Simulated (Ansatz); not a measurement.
`C=C[N](C)[GeH3]` + `O[SiH](O)F` → `O[SiH](F)[O][GeH3]` + `C=CNC`  (ligand exchange at a Ge–N bond)

Computed with Ansatz on PBE0-D4/def2-TZVP structures; ΔE is electronic, products minus reactants. CCSD(T)/CBS adds triple-zeta CCSD(T) − MP2 to the extrapolated MP2 energy (def2 sets, frozen cores). This one scheme is used for every species. Functionals use def2-TZVPP. For Ge outer-core shells are correlated without core-valence functions, which leaves a few kJ/mol of doubt a bond. Scalar relativity is left out up to krypton. One conformer a species, not always the lowest.

**Question.** Is it downhill or uphill in electronic energy at CCSD(T)/CBS, and by how much? (Best estimate.)

**Answer.** Computed: Downhill: ΔE = -6.1 kcal/mol.

**Question.** What do these levels give: LDA (SPW92), PBE0, r2SCAN0, RPA@PBE/def2-TZVPP, CCSD/def2-TZVPP, HF/def2-QZVPP? (Estimate.)

**Answer.** Ansatz gave: LDA (SPW92) -4.1, PBE0 -7.5, r2SCAN0 -7.8, RPA@PBE/def2-TZVPP -6.6, CCSD/def2-TZVPP -7.2, HF/def2-QZVPP -12.9 kcal/mol.

Largest T1 diagnostic among the species: 0.012.

The D4 term adds +1.4 kcal/mol with B3LYP and +0.7 kcal/mol with PBE0; it sums over pairs of atoms, weighted by their polarisabilities, and B3LYP, whose exchange is more repulsive, gets the larger term. In def2-TZVPP, CCSD(T) changes the Hartree–Fock value by +6.2 kcal/mol (the triples alone add +0.9 kcal/mol) and MP2 by +7.6 kcal/mol.

B3LYP here is the variant with VWN-RPA as its local correlation; programs differ in this.
